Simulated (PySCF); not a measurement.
C3H7NSi2, SMILES C=C1N=C[SiH2][SiH2]1. Coordinates come from a r2SCAN-D4/def2-SVP optimisation. This is a generated structure with no PubChem entry under its InChIKey; it may be hypothetical.

Problem. Give the equilibrium geometry at r2SCAN-D4/def2-SVP (PySCF confirms it by a frequency run) as bond lengths and angles. (An estimate is asked for; the answer gives what the named calculation found.)

Solution. 
Atoms: C1 C2 N3 C4 Si5 Si6 H7 H8 H9 H10 H11 H12 H13. Bonded distances (Å): C1–C2 1.349, C1–H7 1.094, C1–H8 1.096, C2–N3 1.410, C2–Si6 1.924, N3–C4 1.288, C4–Si5 1.925, C4–H9 1.104, Si5–Si6 2.325, Si5–H10 1.495, Si5–H11 1.495, Si6–H12 1.494, Si6–H13 1.493. Angles (°): C2–C1–H7 121.7, C2–C1–H8 119.8, H7–C1–H8 118.4, C1–C2–N3 117.8, C1–C2–Si6 124.5, N3–C2–Si6 117.7, C2–N3–C4 120.1, N3–C4–Si5 121.8, N3–C4–H9 115.8, Si5–C4–H9 122.3, C4–Si5–Si6 89.6, C4–Si5–H10 111.1, C4–Si5–H11 111.0, Si6–Si5–H10 117.5, Si6–Si5–H11 117.5, H10–Si5–H11 108.7, C2–Si6–Si5 90.8, C2–Si6–H12 111.9, C2–Si6–H13 111.9, Si5–Si6–H12 115.9, Si5–Si6–H13 116.0, H12–Si6–H13 109.2.
